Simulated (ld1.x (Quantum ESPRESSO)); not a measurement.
tantalum: TM pseudisation with PBE, scalar-relativistic reference atom.

ld1.x (Quantum ESPRESSO) 7.5 was run on this input:

```
&input
   title='Ta', zed=73., rel=1, dft='PBE', iswitch=3,
   config='[Xe] 4f14 5d3.5 6s1.5 6p0',
   nld=3, rlderiv=3.30, eminld=-5.0, emaxld=5.0, deld=0.02
 /
 &inputp
   pseudotype=2, tm=.true., lloc=0,
   nlcc=.true., new_core_ps=.true., rcore=2.20,
   file_pseudopw='Ta.UPF', file_wfcaegen='ae.wfc', file_wfcncgen='nc.wfc', file_beta='beta', file_chi='chi'
 /
3
5P  2  1   6.00   0.00  2.15  2.15  0.0
5D  3  2   3.50   0.00  2.65  2.65  0.0
6S  1  0   1.50   0.00  3.05  3.05  0.0
 &test
   configts(1)='5p6 5d3.5 6s1.5 6p0'
 /
```

Command:

```bash
ld1.x < Ta.in > Ta.out
```

The program printed (shortened: banner, matrices, multipoles, cross overlaps and the repeated all-electron block are left out):

```
Program LD1 v.7.5
     --------------------------- All-electron run ----------------------------

     Ta
     scalar relativistic calculation

     atomic number is 73.00
     dft =PBE   lsd =0 sic =0 latt =0  beta=0.20 tr2=1.0E-14
     Exchange-correlation= PBE
                           (   1   4   3   4   0   0   0)
     mesh =1273 r(mesh) = 100.43799 a.u. xmin = -7.00 dx = 0.01250
     1 Ry =  13.60569312 eV, c = 137.03599908

     n l     nl                  e(Ry)          e(Ha)          e(eV)
     1 0     1S 1( 2.00)     -4951.6972     -2475.8486    -67371.2720
     2 0     2S 1( 2.00)      -850.6885      -425.3442    -11574.2064
     2 1     2P 1( 6.00)      -745.4101      -372.7051    -10141.8217
     3 0     3S 1( 2.00)      -194.8282       -97.4141     -2650.7732
     3 1     3P 1( 6.00)      -163.5206       -81.7603     -2224.8115
     4 0     4S 1( 2.00)       -39.6701       -19.8350      -539.7388
     4 1     4P 1( 6.00)       -29.4020       -14.7010      -400.0347
     3 2     3D 1(10.00)      -127.0149       -63.5074     -1728.1252
     5 0     5S 1( 2.00)        -5.2997        -2.6498       -72.1055
     5 1     5P 1( 6.00)        -2.8348        -1.4174       -38.5698
     4 2     4D 1(10.00)       -16.2646        -8.1323      -221.2907
     4 3     4F 1(14.00)        -1.7494        -0.8747       -23.8013
     5 2     5D 1( 3.50)        -0.2264        -0.1132        -3.0800
     6 0     6S 1( 1.50)        -0.3810        -0.1905        -5.1842
     6 1     6P 1( 0.00)        -0.0949        -0.0475        -1.2917

     final scf error:  8.6E-15 reached in  26 iterations

     Etot =  -31209.054965 Ry,  -15604.527482 Ha, -424620.824512 eV

     Ekin =   34296.150184 Ry,   17148.075092 Ha,  466622.894705 eV
     Encl =  -77088.267326 Ry,  -38544.133663 Ha,-1048839.308618 eV
     Eh   =   12213.323614 Ry,    6106.661807 Ha,  166170.733107 eV
     Exc  =    -630.261437 Ry,    -315.130719 Ha,   -8575.143706 eV

     normalization and overlap integrals

     s(1S/1S) =  1.000000  <r> =   0.0187  <r2> =    0.0005  r(max) =   0.0116
     s(2S/2S) =  1.000000  <r> =   0.0789  <r2> =    0.0074  r(max) =   0.0670
     s(2P/2P) =  1.000000  <r> =   0.0706  <r2> =    0.0061  r(max) =   0.0549
     s(3S/3S) =  1.000000  <r> =   0.2048  <r2> =    0.0479  r(max) =   0.1891
     s(3P/3P) =  1.000000  <r> =   0.2049  <r2> =    0.0487  r(max) =   0.1868
     s(4S/4S) =  1.000000  <r> =   0.4587  <r2> =    0.2376  r(max) =   0.4262
     s(4P/4P) =  1.000000  <r> =   0.4877  <r2> =    0.2706  r(max) =   0.4480
     s(3D/3D) =  1.000000  <r> =   0.1856  <r2> =    0.0404  r(max) =   0.1529
     s(5S/5S) =  1.000000  <r> =   1.1010  <r2> =    1.3636  r(max) =   0.9847
     s(5P/5P) =  1.000000  <r> =   1.2970  <r2> =    1.9125  r(max) =   1.1298
     s(4D/4D) =  1.000000  <r> =   0.5231  <r2> =    0.3172  r(max) =   0.4593
     s(4F/4F) =  1.000000  <r> =   0.6398  <r2> =    0.5220  r(max) =   0.4424
     s(5D/5D) =  1.000000  <r> =   2.3278  <r2> =    6.7889  r(max) =   1.6033
     s(6S/6S) =  1.000000  <r> =   3.3496  <r2> =   12.8405  r(max) =   2.7789
     s(6P/6P) =  1.000000  <r> =   5.1122  <r2> =   30.7179  r(max) =   3.9930

     ------------------------ End of All-electron run ------------------------

     --------------------- Generating NC pseudopotential ---------------------

      Generating local pot.: lloc=0, matching radius rcloc =   3.0500

      Computing core charge for nlcc:

       r > 2.22 : true rho core
      Core charge pseudized with two Bessel functions
      Integrated core pseudo-charge :   1.99

      Wfc   5P  rcut= 2.137  Using Troullier-Martins method

      Wfc   5D  rcut= 2.677  Using Troullier-Martins method

     ------------------- End of pseudopotential generation -------------------

     Computing logarithmic derivative in   3.28975
     Computing logarithmic derivative in   3.28975
     Computing the partial wave expansion
       no projector for channel:   0
     R is outside the sphere for l=    1 j= 0.00
     R is outside the sphere for l=    2 j= 0.00

     ---------------------- Testing the pseudopotential ----------------------

     Ta
     scalar relativistic calculation

     atomic number is 73.00   valence charge is 11.00
     dft =PBE   lsd =0 sic =0 latt =0  beta=0.20 tr2=1.0E-14
     mesh =1273 r(mesh) = 100.43799 xmin = -7.00 dx = 0.01250

     n l     nl             e AE (Ry)        e PS (Ry)    De AE-PS (Ry)
     2 1     5P   1( 6.00)       -2.83483       -2.83483       -0.00000
     3 2     5D   1( 3.50)       -0.22638       -0.22638        0.00000
     1 0     6S   1( 1.50)       -0.38103       -0.38103        0.00000
     3 1     6P   1( 0.00)       -0.09494       -0.07087       -0.02407  !

     eps = 7.6E-15  iter = 13

     Etot =  -31209.054965 Ry,  -15604.527482 Ha, -424620.824512 eV
     Etotps =   -78.122846 Ry,     -39.061423 Ha,   -1062.915471 eV

     Ekin =      29.835229 Ry,      14.917615 Ha,     405.928975 eV
     Encl =    -104.033618 Ry,     -52.016809 Ha,   -1415.449484 eV
     Ehrt =      60.438872 Ry,      30.219436 Ha,     822.312744 eV
     Ecxc =     -12.778169 Ry,      -6.389085 Ha,    -173.855848 eV
     (Ecc =      -1.548675 Ry,      -0.774337 Ha,     -21.070792 eV)
     Epseu=     -51.585160 Ry,     -25.792580 Ha,    -701.851858 eV

     ---------------------- End of pseudopotential test ----------------------
```

Generation and configuration tests took about 2.2 s on one core of a shared server CPU.

Transferability test of the new file with ld1.x, input:

```
&input
   title='Ta', zed=73., rel=1, dft='PBE', iswitch=2,
   config='[Xe] 4f14 5d3.5 6s1.5 6p0'
 /
 &test
   file_pseudo='Ta.UPF', nconf=8,
   configts(1)='5p6 5d3.5 6s1.5 6p0',
   configts(2)='5p6 5d3 6s2 6p0',
   configts(3)='5p6 5d3 6s1 6p0',
   configts(4)='5p6 5d3 6s0 6p0',
   configts(5)='5p6 5d2 6s2 6p0',
   configts(6)='5p6 5d4 6s0 6p0',
   configts(7)='5p5 5d3 6s2 6p0',
   configts(8)='5p6 5d3 6s0 6p1'
 /
```

```bash
ld1.x < Ta.test.in > Ta.test.out
```

Pseudopotential blocks of its output, shortened (energy terms left out; the distinct warnings before each block abridged to one line each):

```
     ---------------------- Testing the pseudopotential ----------------------

     n l     nl             e AE (Ry)        e PS (Ry)    De AE-PS (Ry)
     2 1     5P   1( 6.00)       -2.83483       -2.83483       -0.00000
     3 2     5D   1( 3.50)       -0.22638       -0.22638        0.00000
     1 0     6S   1( 1.50)       -0.38103       -0.38103        0.00000
     3 1     6P   1( 0.00)       -0.09494       -0.07087       -0.02407  !

     eps = 6.5E-15  iter = 13

     Etot =  -31209.054965 Ry,  -15604.527483 Ha, -424620.824513 eV
     Etotps =   -78.122846 Ry,     -39.061423 Ha,   -1062.915474 eV

     ---------------------- End of pseudopotential test ----------------------

          ---------------------- Testing the pseudopotential ----------------------

     n l     nl             e AE (Ry)        e PS (Ry)    De AE-PS (Ry)
     2 1     5P   1( 6.00)       -2.89574       -2.90177        0.00603  !
     3 2     5D   1( 3.00)       -0.26390       -0.26507        0.00117
     1 0     6S   1( 2.00)       -0.40000       -0.39938       -0.00062
     3 1     6P   1( 0.00)       -0.10225       -0.07517       -0.02708  !

     eps = 1.8E-15  iter = 16

     Etot =  -31209.127623 Ry,  -15604.563811 Ha, -424621.813070 eV
     Etotps =   -78.195214 Ry,     -39.097607 Ha,   -1063.900083 eV
     dEtot_ae =      -0.072658 Ry
     dEtot_ps =      -0.072367 Ry,   Delta E=      -0.000290 Ry

     ---------------------- End of pseudopotential test ----------------------

          ---------------------- Testing the pseudopotential ----------------------

     n l     nl             e AE (Ry)        e PS (Ry)    De AE-PS (Ry)
     2 1     5P   1( 6.00)       -3.42663       -3.42870        0.00207
     3 2     5D   1( 3.00)       -0.77071       -0.77161        0.00090
     1 0     6S   1( 1.00)       -0.85403       -0.85445        0.00043
     3 1     6P   1( 0.00)       -0.48603       -0.43519       -0.05084  !

     eps = 3.1E-15  iter =  9

     Etot =  -31208.505287 Ry,  -15604.252643 Ha, -424613.345757 eV
     Etotps =   -77.572849 Ry,     -38.786425 Ha,   -1055.432383 eV
     dEtot_ae =       0.549678 Ry
     dEtot_ps =       0.549997 Ry,   Delta E=      -0.000319 Ry

     ---------------------- End of pseudopotential test ----------------------

          ---------------------- Testing the pseudopotential ----------------------

     n l     nl             e AE (Ry)        e PS (Ry)    De AE-PS (Ry)
     2 1     5P   1( 6.00)       -4.03906       -4.03993        0.00087
     3 2     5D   1( 3.00)       -1.34589       -1.34847        0.00258
     1 0     6S   1( 0.00)       -1.35483       -1.35858        0.00376
     3 1     6P   1( 0.00)       -0.92183       -0.84538       -0.07645  !

     eps = 8.9E-16  iter =  9

     Etot =  -31207.404855 Ry,  -15603.702428 Ha, -424598.373628 eV
     Etotps =   -76.470258 Ry,     -38.235129 Ha,   -1040.430869 eV
     dEtot_ae =       1.650110 Ry
     dEtot_ps =       1.652588 Ry,   Delta E=      -0.002478 Ry

     ---------------------- End of pseudopotential test ----------------------

          Warning: n=2, l=1 expected 0 nodes, found 1
     ---------------------- Testing the pseudopotential ----------------------

     n l     nl             e AE (Ry)        e PS (Ry)    De AE-PS (Ry)
     2 1     5P   1( 6.00)       -3.59980       -3.61566        0.01586  !
     3 2     5D   1( 2.00)       -0.88971       -0.89305        0.00333
     1 0     6S   1( 2.00)       -0.92122       -0.92008       -0.00114
     3 1     6P   1( 0.00)       -0.52768       -0.46620       -0.06147  !

     eps = 1.8E-15  iter = 11

     Etot =  -31208.563101 Ry,  -15604.281551 Ha, -424614.132363 eV
     Etotps =   -77.628437 Ry,     -38.814219 Ha,   -1056.188696 eV
     dEtot_ae =       0.491864 Ry
     dEtot_ps =       0.494409 Ry,   Delta E=      -0.002545 Ry

     ---------------------- End of pseudopotential test ----------------------

          ---------------------- Testing the pseudopotential ----------------------

     n l     nl             e AE (Ry)        e PS (Ry)    De AE-PS (Ry)
     2 1     5P   1( 6.00)       -3.27310       -3.26227       -0.01082  !
     3 2     5D   1( 4.00)       -0.66651       -0.66521       -0.00130
     1 0     6S   1( 0.00)       -0.79322       -0.79533        0.00211
     3 1     6P   1( 0.00)       -0.44841       -0.40648       -0.04193  !

     eps = 5.0E-15  iter =  8

     Etot =  -31208.399888 Ry,  -15604.199944 Ha, -424611.911735 eV
     Etotps =   -77.465626 Ry,     -38.732813 Ha,   -1053.973532 eV
     dEtot_ae =       0.655077 Ry
     dEtot_ps =       0.657221 Ry,   Delta E=      -0.002144 Ry

     ---------------------- End of pseudopotential test ----------------------

          ---------------------- Testing the pseudopotential ----------------------

     n l     nl             e AE (Ry)        e PS (Ry)    De AE-PS (Ry)
     2 1     5P   1( 5.00)       -3.75261       -3.80716        0.05454  !
     3 2     5D   1( 3.00)       -0.97407       -0.98589        0.01182  !
     1 0     6S   1( 2.00)       -0.95056       -0.94675       -0.00381
     3 1     6P   1( 0.00)       -0.53995       -0.47090       -0.06905  !

     eps = 3.6E-15  iter = 14

     Etot =  -31205.821618 Ry,  -15602.910809 Ha, -424576.832591 eV
     Etotps =   -74.855772 Ry,     -37.427886 Ha,   -1018.464669 eV
     dEtot_ae =       3.233347 Ry
     dEtot_ps =       3.267074 Ry,   Delta E=      -0.033727 Ry

     ---------------------- End of pseudopotential test ----------------------

          ---------------------- Testing the pseudopotential ----------------------

     n l     nl             e AE (Ry)        e PS (Ry)    De AE-PS (Ry)
     2 1     5P   1( 6.00)       -3.53293       -3.57421        0.04128  !
     3 2     5D   1( 3.00)       -0.85894       -0.89449        0.03555  !
     1 0     6S   1( 0.00)       -0.91743       -0.94308        0.02565  !
     3 1     6P   1( 1.00)       -0.53871       -0.50215       -0.03656  !

     eps = 7.5E-16  iter = 14

     Etot =  -31208.131980 Ry,  -15604.065990 Ha, -424608.266663 eV
     Etotps =   -77.142820 Ry,     -38.571410 Ha,   -1049.581532 eV
     dEtot_ae =       0.922985 Ry
     dEtot_ps =       0.980027 Ry,   Delta E=      -0.057042 Ry

     ---------------------- End of pseudopotential test ----------------------
```
